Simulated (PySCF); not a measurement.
Simulated absorption spectrum

Species: 3-methylthioanisole, C8H10S.
Structure used (PBE0-D3(BJ)/def2-SVP), in Å, numbered top down from 1:
```xyz
19
C8H10S angstrom
C      3.6411   -0.6170   -0.4831
S      2.1722   -1.5977   -0.1514
C      0.8797   -0.3998   -0.1211
C      1.0603    0.9730   -0.3107
C     -0.0447    1.8245   -0.2651
C     -1.3214    1.3284   -0.0329
C     -1.5194   -0.0472    0.1613
C     -2.8941   -0.5890    0.4288
C     -0.4137   -0.8939    0.1129
H      3.8379    0.1103    0.3182
H      3.5774   -0.1005   -1.4521
H      4.4741   -1.3320   -0.5207
H      2.0503    1.3903   -0.4951
H      0.1027    2.8968   -0.4165
H     -2.1762    2.0088   -0.0016
H     -3.6162   -0.2334   -0.3222
H     -2.9057   -1.6877    0.4185
H     -3.2633   -0.2590    1.4134
H     -0.5543   -1.9689    0.2594
```

The calculation used PySCF, TDDFT wB97X-D/def2-SVPD, vertical, gas phase, core orbitals frozen in the response.

Each state is given a Gaussian of 0.5 eV full width at half maximum, with ε(max) = 2.175×10⁸ f / Δν̃ (Δν̃ the width in cm⁻¹). The cross-section is σ = 3.8235×10⁻²¹ ε cm², given in Mb (10⁻¹⁸ cm²). The width is an assumption, not a result. The curve ends short of the highest state used, and states not computed would add to its high-energy end.

| λ (nm) | σ (Mb) |
| --- | --- |
| 186.7 | 86.09 |
| 191.4 | 115.09 |
| 196.2 | 100.39 |
| 200.9 | 64.75 |
| 205.6 | 32.62 |
| 210.3 | 13.52 |
| 215.0 | 7.82 |
| 219.8 | 13.54 |
| 224.5 | 27.19 |
| 229.2 | 41.89 |
| 233.9 | 48.96 |
| 238.6 | 44.84 |
| 243.3 | 33.36 |
| 248.1 | 20.74 |
| 252.8 | 11.47 |
| 257.5 | 5.86 |
| 262.2 | 2.85 |
| 266.9 | 1.35 |
| 271.7 | 0.61 |
| 276.4 | 0.26 |
| 281.1 | 0.11 |
| 285.8 | 0.04 |
| 290.5 | 0.01 |
| 295.2 | 0.00 |

Question: Locate the maxima and give the states behind the curve.

Answer: 234 nm (5.29 eV), ε about 13000, made up of S2 (99%); 192 nm (6.46 eV), ε about 30000, made up of S5 (20%) and S7 (78%) (ε in L mol⁻¹ cm⁻¹; maxima over ε = 5, shares over 10%). The states used: S1 4.95 eV (f 0.012); S2 5.29 eV (f 0.234); S3 5.52 eV (f 0.0002); S4 6.15 eV (f 0.012); S5 6.24 eV (f 0.184); S6 6.50 eV (f 0.0096); S7 6.51 eV (f 0.451); S8 7.11 eV (f 0.0012); S9 7.20 eV (f 0.073); S10 7.24 eV (f 0.0013).

Question: On this curve, what absorbance would a 10⁻⁴ mol/L sample give at 254 nm over a 1 cm path?

Answer: 254 nm is 4.881 eV, where ε is about 2500 L mol⁻¹ cm⁻¹, so A = ε c l ≈ 0.25 (Beer–Lambert, with the gas-phase spectrum and the assumed width).

Question: Coming from long wavelengths, where does ε first pass 100 L mol⁻¹ cm⁻¹?

Answer: At about 274 nm (4.52 eV), 0.43 eV below S1.

Question: What would ε be at 6.46 eV, the highest of these maxima, with half the width (0.25 eV)?

Answer: About 46600 L mol⁻¹ cm⁻¹ against 30200, a factor of about 1.5; a lone state at its own centre would give exactly 2.

The vertical ionisation energy (ΔSCF) is 7.82 eV, 0.58 eV above S10.

One conformer stands for the species.
